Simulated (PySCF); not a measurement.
Isomers of C8H9N, from PySCF 2.14.0, PBE0-D3(BJ)/def2-SVP geometry optimisation, gas phase. One conformer each, no zero-point energy, no frequencies.

Task: Which isomer lies lower at this level?
A. `[CH2:1]=[C:2]([CH3:3])[c:4]1[cH:5][cH:6][cH:7][cH:8][n:9]1` with C1–C2–C4–C5 5°: A = 3659, B = 1273, C = 950.7 MHz, dipole 1.69 D
B. `[CH2:1]=[C:2]1[CH2:3][C@H:4]([CH2:5][C:6]#[N:7])[C:8]1=[CH2:9]` with C3–C4–C5–C6 -172°: A = 3610, B = 1051, C = 854.8 MHz, dipole 3.81 D

Result: A. That is `c1cnc(C(=C)C)cc1`, 45.2 kcal/mol below the other.

```
              SMILES                                                   mapped SMILES      E (Eh)  relative (kcal/mol)  relative (kJ/mol)  dipole (D)
      C=C(C)c1ccccn1      [CH2:1]=[C:2]([CH3:3])[c:4]1[cH:5][cH:6][cH:7][cH:8][n:9]1  -364.32137                  0.0                0.0        1.69
C=C1C[C@H](CC#N)C1=C  [CH2:1]=[C:2]1[CH2:3][C@H:4]([CH2:5][C:6]#[N:7])[C:8]1=[CH2:9]  -364.24939                 45.2              189.0        3.81
```

As drawn, the lower has an aromatic ring, which the higher lacks; the higher has a four-membered ring and a C≡N group, which the lower lacks.
